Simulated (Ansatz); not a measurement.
`CC1BOB1`. The species carries charge 0 and has multiplicity 1. Geometry: relaxed with PBE0-D4/def2-TZVP.

```xyz
11

C     1.211    0.744   -0.370
C     0.202   -0.345   -0.091
B    -1.297   -0.417   -0.567
O    -1.841   -1.010    0.571
B    -0.691   -0.527    1.193
H     1.528    0.742   -1.416
H     2.108    0.631    0.244
H     0.799    1.734   -0.160
H     0.593   -1.353   -0.289
H    -1.961    0.020   -1.459
H    -0.652   -0.218    2.346
```

Task: What is the dipole moment at ωB97M-V/def2-TZVPP? (An estimate is asked.)

Result: The calculation gave: 1.31 D, with components (1.22, 0.27, -0.40) D in this frame, pointing from negative to positive charge.

Task: And with PBE, r2SCAN, B3LYP? (Best estimate.)

Result: The calculation gave: PBE 1.30 D, r2SCAN 1.34 D, B3LYP 1.34 D.

Task: Give the Mulliken charges with ωB97M-V, PBE, r2SCAN in def2-TZVPP. (Estimate.)

Result: Computed: 
| atom | ωB97M-V | PBE | r2SCAN |
| --- | --- | --- | --- |
| C1 | -0.30 | -0.24 | -0.14 |
| C2 | -0.21 | -0.13 | -0.10 |
| B3 | 0.11 | 0.12 | 0.17 |
| O4 | -0.31 | -0.22 | -0.32 |
| B5 | 0.11 | 0.12 | 0.17 |
| H6 | 0.11 | 0.08 | 0.05 |
| H7 | 0.11 | 0.08 | 0.05 |
| H8 | 0.09 | 0.08 | 0.04 |
| H9 | 0.13 | 0.11 | 0.08 |
| H10 | 0.09 | 0.01 | 0.00 |
| H11 | 0.09 | 0.01 | 0.00 |

B3LYP here is the variant with VWN-RPA as its local correlation; programs differ in this.
